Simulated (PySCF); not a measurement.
Stepwise substitution at one centre (In NH2-H). Isolated molecules, 0 K electronic values unless said otherwise. One relaxed conformer stands for each flexible species; it need not be the lowest. Strings in code marks are SMILES.

All values below come from TPSSh-D3(BJ)/def2-TZVP // CAM-B3LYP-D3(BJ)/def2-TZVP in PySCF. Excitations are Tamm–Dancoff values on a coarser integration grid. The basis has no diffuse functions, so Rydberg states are missing or too high.

```
species                                              HOMO (eV)  S1 excitation (TDA) (eV)  HOMO–LUMO gap (eV)  S1 oscillator strength
--------------------------------------------------  ----------  ------------------------  ------------------  ----------------------
0 of 3 NH2 replaced by H (`[NH2][In]([NH2])[NH2]`)       -5.87                      4.55                4.95              (withheld)
1 of 3 NH2 replaced by H (`[NH2][InH][NH2]`)             -5.79                      4.77                5.18                   0.002
2 of 3 NH2 replaced by H (`[NH2][InH2]`)            (withheld)                (withheld)                4.87                   0.091
3 of 3 NH2 replaced by H (`[InH3]`)                      -7.64                         –                5.47                       –
```

**Question.** Some entries are withheld; supply them.

**Answer.** 
- 0 of 3 NH2 replaced by H (`[NH2][In]([NH2])[NH2]`), S1 oscillator strength: 0.018
- 2 of 3 NH2 replaced by H (`[NH2][InH2]`), HOMO (eV): -6.20
- 2 of 3 NH2 replaced by H (`[NH2][InH2]`), S1 excitation (TDA) (eV): 5.13
